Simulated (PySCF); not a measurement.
C9H7NSSe, SMILES c1ccc(Sc2ccc[se]2)nc1, singlet, GFN2-xTB optimised geometry.

```
19

C     -2.80    -2.06     0.00
C     -3.46    -0.84     0.00
C     -2.72     0.33     0.00
C     -1.33     0.22     0.00
S     -0.36     1.67     0.00
C      1.29     1.07     0.00
C      2.36     1.92     0.00
C      3.62     1.28     0.00
C      3.56    -0.08     0.00
Se     1.82    -0.73     0.00
N     -0.70    -0.95     0.00
C     -1.42    -2.06     0.00
H     -3.35    -2.99     0.00
H     -4.54    -0.80     0.00
H     -3.18     1.30     0.00
H      2.24     2.99     0.00
H      4.54     1.84     0.00
H      4.41    -0.74     0.00
H     -0.84    -2.98     0.00
```

Density from PBE/def2-SVP in PySCF 2.14.0 at that geometry.

Minimum of the electron density along straight lines between bonded atoms, close to the bond critical point (lines longer than 1.1 times the sum of covalent radii, or with two minima, are not listed):

```csv
bond,length / Å,ρ at the minimum / e bohr⁻³,∇²ρ there / e bohr⁻⁵,position (fraction from the first atom)
C1–C2,1.394,0.304,-0.74,0.50
C2–C3,1.378,0.312,-0.77,0.50
C3–C4,1.398,0.302,-0.73,0.49
C4–S5,1.750,0.205,-0.42,0.48
S5–C6,1.756,0.198,-0.38,0.53
C6–C7,1.364,0.315,-0.76,0.52
C7–C8,1.414,0.291,___,0.50
C8–C9,1.355,0.321,-0.79,0.50
C6–Se10,1.873,0.165,___,0.49
C9–Se10,1.863,0.172,___,0.50
C4–N11,1.321,0.351,-1.06,0.36
C1–C12,1.380,0.313,-0.78,0.50
N11–C12,1.325,0.341,-0.89,0.65
C1–H13,1.078,0.282,-1.06,0.64
C2–H14,1.080,0.282,-1.07,0.64
C3–H15,1.078,0.282,-1.07,0.64
C7–H16,1.077,0.280,-1.04,0.63
C8–H17,1.077,0.280,-1.05,0.63
C9–H18,1.075,0.279,-1.05,0.64
C12–H19,1.081,0.285,-1.10,0.64
```

Complete the blanks.


- C7–C8, ∇²ρ there / e bohr⁻⁵: -0.68
- C6–Se10, ∇²ρ there / e bohr⁻⁵: -0.15
- C9–Se10, ∇²ρ there / e bohr⁻⁵: -0.18
